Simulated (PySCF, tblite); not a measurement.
C7H7ClO.
Structure used (GFN2-xTB), in Å, numbered top down from 1:
```xyz
16
C7H7ClO angstrom
C      2.554   -0.012    0.136
O      1.343    0.686    0.293
C      0.219   -0.008    0.011
C      0.036   -1.282   -0.402
C     -1.387   -1.512   -0.555
C     -2.068   -0.394   -0.243
C     -1.104    0.631    0.137
C     -1.402    1.879    0.516
Cl    -0.252    3.051    0.957
H      3.346    0.689    0.392
H      2.598   -0.878    0.805
H      2.683   -0.351   -0.897
H      0.785   -2.026   -0.597
H     -1.804   -2.450   -0.874
H     -3.129   -0.237   -0.256
H     -2.425    2.224    0.565
```

Method: PBE0/def2-SVPD in PySCF (dipole) on a GFN2-xTB geometry, gas phase.

Masses are those of the commonest isotopes; rigid-rotor values at the optimised geometry. The values belong to one conformer with, in the numbering `[CH3:1][O:2][C:3]1=[CH:4][CH:5]=[CH:6]/[C:7]1=[CH:8]/[Cl:9]`, C1–O2–C3–C4 0°.

(1) Give the principal moments of inertia and the rotational constants in GHz.

(2) What kind of rotor is it?

(3) Is it planar, by Δ = Ic − Ia − Ib?

(4) Give the other two planar moments, Paa and Pbb, and the rms extents of the mass along the axes.

(5) Where do the levels up to J = 3 lie, in cm⁻¹?

(6) Predict some low-J microwave lines.

(7) Estimate the classical rotational partition function at 100 K, 298.15 K and 500 K.

Results:

(1) Ia = 266.21, Ib = 404.67, Ic = 667.67 u·Å²; 505379 MHz·u·Å²/I gives 1898, 1249 and 756.9 MHz, that is A = 1.8984, B = 1.2489, C = 0.7569 GHz.

(2) An asymmetric top; Ray's κ = -0.138.

(3) Not planar: Δ = Ic − Ia − Ib = -3.21 u·Å². For a rigid frame Δ = −2 Σ m c², so Σ m c² = 1.60 u·Å² lies off the ab plane, practically all of it from hydrogen. The atom farthest from that plane is 0.89 Å away.

(4) Paa = Σ m a² = (Ib + Ic − Ia)/2 = 403.06 and Pbb = Σ m b² = (Ia + Ic − Ib)/2 = 264.61 u·Å². With the mass M = 142.02 u, the rms extents √(P/M) along a, b and c are 1.68, 1.36, 0.11 Å.

(5) Above 0(0,0):
J = 1: 1(0,1) 0.0669, 1(1,1) 0.0886, 1(1,0) 0.1050
J = 2: 2(0,2) 0.1943, 2(1,2) 0.2060, 2(1,1) 0.2552, 2(2,1) 0.3202, 2(2,0) 0.3266
J = 3: 3(0,3) 0.3740, 3(1,3) 0.3786, 3(1,2) 0.4754, 3(2,2) 0.5209, 3(2,1) 0.5484, 3(3,1) 0.6737, 3(3,0) 0.6755
Those of J = 1 are B + C, A + C and A + B.

(6) The dipole components are |μa| = 0.95 D, |μb| = 0.55 D, |μc| = 0.00 D; the mirror of this Cs structure is the ab plane, so μc vanishes by symmetry (the 0.01 D computed is a residue) and there are no c-type lines. Intensities carry the squares of the components, which stand as 1.00 : 0.34 (a : b). Some lines, for components of 0.1 D or more:

| type | branch | J(Ka,Kc) | MHz | lower level (cm⁻¹) |
| --- | --- | --- | --- | --- |
| a | Q | 4(3,1) ← 4(3,2) | 324 | 0.951 |
| b | Q | 2(1,1) ← 2(0,2) | 1826 | 0.194 |
| a | Q | 4(2,2) ← 4(2,3) | 1980 | 0.783 |
| b | Q | 3(2,1) ← 3(1,2) | 2190 | 0.475 |
| b | Q | 2(2,1) ← 2(1,2) | 3424 | 0.206 |
| b | Q | 3(3,0) ← 3(2,1) | 3809 | 0.548 |
| a | R | 2(0,2) ← 1(0,1) | 3819 | 0.067 |
| b | Q | 3(3,1) ← 3(2,2) | 4581 | 0.521 |
| b | R | 3(1,2) ← 2(2,1) | 4651 | 0.320 |
| a | R | 3(1,2) ← 2(1,1) | 6600 | 0.255 |
| a | R | 4(2,3) ← 3(2,2) | 7868 | 0.521 |
| a | R | 4(1,3) ← 3(1,2) | 8458 | 0.475 |
| a | R | 4(2,2) ← 3(2,1) | 9024 | 0.548 |
| b | R | 4(2,3) ← 3(1,2) | 9234 | 0.475 |
| b | R | 3(3,1) ← 2(2,0) | 10406 | 0.327 |
| b | R | 4(2,2) ← 3(1,3) | 14114 | 0.379 |
| b | R | 4(4,0) ← 3(3,1) | 14355 | 0.674 |

(7) Point group Cs, symmetry number σ = 1; q = (√π/σ)·√((kT/h)³/(ABC)), k/h = 20836.6 MHz/K: 126000 at 100 K, 648000 at 298.15 K, 1410000 at 500 K.

Its GFN2-xTB frequencies are all real (lowest 91 cm⁻¹). Zero-point vibration and centrifugal distortion are left out. A rigid rotor knows nothing of internal rotation, which can split or shift real lines. Quadrupole hyperfine structure (35Cl) is left out.

The run took about 1.9 min of CPU time (one thread, shared machine). This is the PBE0/def2-SVPD job that gave the dipole, with the excitations it also computed.
